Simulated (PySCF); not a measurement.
Species: C2H6F2OSi.
Geometry (GFN2-xTB, Å), atoms numbered from 1 in this order:
```xyz
12
C2H6F2OSi angstrom
C      1.7425    0.5816    0.6089
O      1.0624   -0.6191    0.3468
Si    -0.1851   -0.9776   -0.6065
C     -1.7153    0.1003   -0.0724
F     -2.8033   -0.1127   -0.8634
F     -1.4193    1.4322   -0.2000
H      2.3476    0.8682   -0.2527
H      2.3925    0.4120    1.4673
H      1.0443    1.3887    0.8342
H     -0.4269   -2.3580   -0.2324
H      0.0123   -0.6754   -2.0220
H     -2.0504   -0.0408    0.9661
```

Computed, not measured: TDDFT CAM-B3LYP/def2-SVPD, vertical, gas phase, core orbitals frozen in the response in PySCF.

Kohn–Sham orbitals with the atoms that hold most of them (Löwdin shares over 4%, at most four atoms; ? is withheld):

```tsv
orbital	ε (eV)	atoms
HOMO-3	-12.00	Si3 30%, H10 24%, O2 12%, C1 11%
HOMO-2	-11.11	O2 34%, C1 14%, Si3 9%, C4 9%
HOMO-1	-10.34	O2 46%, Si3 13%, C1 12%, H11 6%
HOMO	-9.63	?
LUMO	?	?
LUMO+1	1.28	Si3 26%, C4 16%, F5 9%, H12 8%
LUMO+2	1.67	Si3 40%, H11 15%, O2 13%, H10 9%
```

Task: Which atoms hold the HOMO, and with what shares?

Result: O2 (bonded to C and Si) 26%; C4 (bonded to 2 F, Si and H) 20%; Si3 (bonded to C, O and 2 H) 14%; F5 (bonded to C) 11%.

Task: Which atoms hold the LUMO, and with what shares?

Result: Si3 (bonded to C, O and 2 H) 30%; C1 (bonded to O and 3 H) 13%; O2 (bonded to C and Si) 12%; H11 (bonded to Si) 10%.

Task: What is the LUMO energy, and the HOMO–LUMO gap?

Result: ε(LUMO) = 0.89 eV; the gap is 10.52 eV (0.3864 hartree).

Task: The HOMO–LUMO gap is 10.52 eV. Where does the response calculation put the lowest singlet, and from which orbitals?

Result: S1 is at 6.97 eV (f = 0.0022), 3.54 eV below the gap, made of HOMO→LUMO (86%). Without the coupling terms of the response equations the lowest excitation would equal the gap.

Task: Give energy, strength and leading configuration of S1, S2 and S3, and follow the Löwdin shares of the leading atoms from the occupied to the empty orbital.

Result: 
- S1 (6.97 eV, f 0.0022), HOMO→LUMO (86%): O2 26% → 12%, C4 20% → at most 10%, Si3 14% → 30%, C1 at most 11% → 13%
- S2 (7.69 eV, f 0.0071), HOMO-1→LUMO (89%): O2 46% → 12%, Si3 13% → 30%, C1 12% → 13%
- S3 (7.79 eV, f 0.024), HOMO→LUMO+1 (75%): O2 26% → at most 9%, C4 20% → 16%, Si3 14% → 26%

Löwdin shares depend on the basis, the more so with diffuse functions.

One conformer stands for the species.

Without π bonds the low states are Rydberg-like; a valence basis with one diffuse set may place them up to an eV too high.
